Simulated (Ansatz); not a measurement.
C₂H₈AlClSe (`[CH3][Al-]([CH3])([Cl])[SeH2+]`), charge 0, multiplicity 1.

**Question.** Give a relaxed structure at PBE0-D4/def2-TZVP (Ansatz 0.2.0). (Estimate.)

**Answer.** Ansatz gave: 
Cartesian coordinates in Å:
```
C 0.724 1.495 -1.010
Al -0.279 0.354 0.220
C 0.488 -0.439 1.834
Cl -2.394 0.725 0.297
Se -0.408 -1.881 -1.314
H 1.717 1.093 -1.232
H 0.200 1.649 -1.958
H 0.873 2.486 -0.568
H -0.148 -1.222 2.258
H 0.607 0.325 2.609
H 1.479 -0.868 1.654
H -1.512 -2.449 -0.531
H -1.348 -1.269 -2.261
```
Point group Cs.
This is one stationary point; other conformers may exist.
